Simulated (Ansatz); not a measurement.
NbBr5, SMILES [Br][Nb]([Br])([Br])([Br])[Br], multiplicity 1. Atoms are numbered in the order given.

```xyz
6

Nb     0.0000     0.0000     0.0000
Br     2.4252     0.0000     0.0000
Br     0.0000     0.0000     2.4758
Br     0.0000     0.0000    -2.4758
Br    -1.2125    -2.1004     0.0000
Br    -1.2125     2.1004     0.0000
```

Coordinates come from a PBE0-D3(BJ)/def2-SVP optimisation. The spin state was assumed, not searched. The def2 effective core potentials stand for the cores of Nb; spin–orbit coupling is left out.

Two levels are set side by side: PBE-D3(BJ)/def2-SVP (Ansatz, a first-principles code) and PBE0-D3(BJ)/def2-SVP (Ansatz). Each level has its own optimised geometry; the coordinates shown are those of the second. Differences are taken from unrounded values.

```json
[
 {"quantity": "mean bond length (Å)", "PBE0-D3(BJ)": "2.445"},
 {"quantity": "bond Nb1–Br2 (Å)", "PBE0-D3(BJ)": "2.425"},
 {"quantity": "bond Nb1–Br3 (Å)", "PBE0-D3(BJ)": "2.476"},
 {"quantity": "bond Nb1–Br4 (Å)", "PBE0-D3(BJ)": "2.476"},
 {"quantity": "bond Nb1–Br5 (Å)", "PBE0-D3(BJ)": "2.425"},
 {"quantity": "bond Nb1–Br6 (Å)", "PBE0-D3(BJ)": "2.425"}
]
```

Q: What does PBE-D3(BJ) give, and how far is it from PBE0-D3(BJ)? (An estimate is asked for; the answer gives what the named calculation found.)

A: 
| quantity | PBE-D3(BJ) | PBE-D3(BJ) minus PBE0-D3(BJ) |
|---|---|---|
| mean bond length (Å) | 2.467 | 0.021 |
| bond Nb1–Br2 (Å) | 2.446 | 0.021 |
| bond Nb1–Br3 (Å) | 2.498 | 0.022 |
| bond Nb1–Br4 (Å) | 2.498 | 0.022 |
| bond Nb1–Br5 (Å) | 2.446 | 0.021 |
| bond Nb1–Br6 (Å) | 2.446 | 0.021 |

Exact exchange shortens and stiffens bonds; PBE has none. Differences between two approximate levels are no errors against the true value.
